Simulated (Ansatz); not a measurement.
Relaxation of AlH₆O₂P (10 atoms, charge 0, multiplicity 1), to a largest force component of 0.03 eV/Å in at most 50 steps.

Computed with Ansatz, RKS PBE/6-31G*.

```xyz
10
Properties=species:S:1:pos:R:3
Al 0.005 0.614 -0.197
H 0.125 -0.174 2.449
O 1.465 -0.305 -0.302
H 1.504 -1.132 -0.813
O -1.501 0.118 -0.886
H -1.578 -0.723 -1.370
P 0.029 2.607 0.940
H 1.433 2.452 1.210
H 0.284 3.399 -0.234
H -0.210 0.456 2.429
```

**Question.** Where does it end, and by what steps?

**Answer.** The forces met the threshold. The force dipped under the threshold on the way, but the program's further checks kept it going. After 22 steps the energy has fallen by 0.166 eV; H10 moved furthest, 1.77 Å.

```csv
step,energy less start (eV),largest force component (eV/Å),accepted
0,0.0000,1.464,yes
1,-0.0860,0.140,yes
2,-0.1013,0.168,yes
3,-0.1054,0.368,yes
4,-0.0862,0.450,no
5,-0.1213,0.350,yes
6,-0.1315,0.084,yes
7,-0.1379,0.285,yes
8,-0.1436,0.238,yes
9,-0.1496,0.170,yes
10,-0.1547,0.201,yes
11,-0.1576,0.183,yes
12,-0.1603,0.127,yes
13,-0.1621,0.059,yes
14,-0.1632,0.078,yes
15,-0.1638,0.070,yes
16,-0.1646,0.135,yes
17,-0.1649,0.090,yes
18,-0.1654,0.022,yes
19,-0.1657,0.026,yes
20,-0.1658,0.066,yes
21,-0.1652,0.122,no
22,-0.1661,0.023,yes
```

```xyz
10
Properties=species:S:1:pos:R:3
Al 0.061 0.900 -0.206
H 0.210 -0.942 2.448
O 1.283 -0.224 0.288
H 1.208 -1.177 0.099
O -1.348 0.503 -1.123
H -1.520 -0.401 -1.441
P 0.266 3.089 0.562
H 1.674 3.127 0.275
H -0.102 3.640 -0.714
H -0.178 -1.205 3.038
```

Run time: 110 s on 1 thread of Arm Neoverse N1 (shared host), peak memory 0.13 GiB.
